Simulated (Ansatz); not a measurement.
The cluster Cu2H⁺, relaxed as a singlet with RKS PBE-D4/def2-TZVP in Ansatz, starting from the GFN2-xTB geometry. Force threshold 0.02 eV/Å.

The structure comes from a short search, and lower isomers may exist.

Start:

```xyz
3

Cu    0.1262    0.3772    0.8067
Cu    0.9250   -1.2788   -0.9154
H    -1.0512    0.9015    0.1086
```

```tsv
step	energy (eV)	largest force component (eV/Å)	SCF passes
1	-89276.5010	0.628	31
2	-89276.7623	0.746	36
3	-89277.0488	0.889	36
4	-89277.3923	1.060	35
5	-89277.7206	0.647	35
6 (rejected)	-89277.6493	2.081	34
7	-89277.7909	0.145	32
8	-89277.7928	0.001	29
```

Force components are those of the run's own axes.

End:

```xyz
3

Cu    0.167    0.532    1.123
Cu    0.391   -0.822   -0.863
H    -0.557    0.290   -0.260
```

Bonds formed: Cu2–H3 (atoms count from 1). The end is the same structure that another start reached, the lowest one found.

No frequencies were taken in this run, so the end may be a saddle point.

Hardware: 4 threads of Arm Neoverse N1 on a shared host. Wall time 11 s.
